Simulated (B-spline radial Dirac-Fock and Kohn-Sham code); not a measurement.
**Two-hole binding energies of Hf³⁴⁺**

System: the Hf³⁴⁺ ion in the configuration [Kr] 4d2.

Calculated with a radial finite-basis atomic code, using relaxed Dirac-Fock hole states (ΔSCF) with Breit and QED corrections and a finite nucleus. U is the two-hole binding energy less the two single-hole energies, the effective repulsion of the holes after relaxation. Each two-hole energy is an average over J within one jj subconfiguration.

```csv
holes,E(a) (eV),E(b) (eV),E(ab) (eV),U (eV)
1s⁻¹ 3p1/2⁻¹,66764.4,3757.9,70686.7,164.4
2s⁻²,12705.8,12705.8,?,?
2s⁻¹ 2p1/2⁻¹,12705.8,12167.0,25125.3,252.5
2p1/2⁻¹ 2p3/2⁻¹,12167.0,10988.3,23439.4,284.0
2s⁻¹ 3p3/2⁻¹,12705.8,3495.4,16330.5,129.2
2p1/2⁻¹ 3s⁻¹,12167.0,3992.1,16291.5,132.3
2s⁻¹ 3d3/2⁻¹,12705.8,3107.0,15954.4,141.5
2s⁻¹ 3d5/2⁻¹,12705.8,3050.9,15895.1,138.4
2p3/2⁻¹ 3s⁻¹,10988.3,3992.1,15110.9,130.5
2p3/2⁻¹ 3d3/2⁻¹,10988.3,3107.0,14239.0,143.7
3p1/2⁻²,3757.9,3757.9,7627.6,111.8
3d3/2⁻²,3107.0,3107.0,6328.9,114.8
3d3/2⁻¹ 3d5/2⁻¹,3107.0,3050.9,6272.9,115.0
3d5/2⁻²,3050.9,3050.9,6215.0,113.2
```

Q: Give the missing two-hole energy and U.

A: E(ab) = 25674.2 eV and U = 262.5 eV.
